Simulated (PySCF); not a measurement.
## Trend along group 13: MCa molecules

PBE0 with double-zeta basis sets in PySCF, for the lowest determinant that a PBE0 search found; no spin–orbit coupling. De refers to high-spin ground-configuration atoms. A positive dipole means M(−)Ca(+).

| M | basis | state (unpaired electrons) | Re (Å) | ωe (cm⁻¹) | De (eV) | μ (D) |
| --- | --- | --- | --- | --- | --- | --- |
| Al | x2c-SVPall | doublet (π ↑) | 3.158 | 183 | 0.63 | 2.82 |
| Ga | x2c-SVPall | doublet (π ↑) | 3.107 | 146 | 0.61 | 2.42 |
| In | def2-SVP | doublet (π ↑) | 3.272 | 129 | 0.58 | 2.45 |
| Tl | def2-SVP | doublet (π ↑) | 3.289 | 118 | 0.55 | 2.06 |

The shortest bond is that of CaGa (3.107 Å), the longest that of CaTl (3.289 Å).

The rows differ in basis set, which adds steps of its own.

Down a group the atoms grow and get heavier, so bonds lengthen and wavenumbers fall; the exceptions here are the shorter bond at Ga.

⟨S²⟩ is raised (CaAl 0.97, CaGa 0.94), so spin contamination touches these numbers. These are scalar-relativistic numbers at best; spin–orbit coupling would shift them, the dissociation energy most. States were picked by a PBE0 search and need not be the measured ground states.
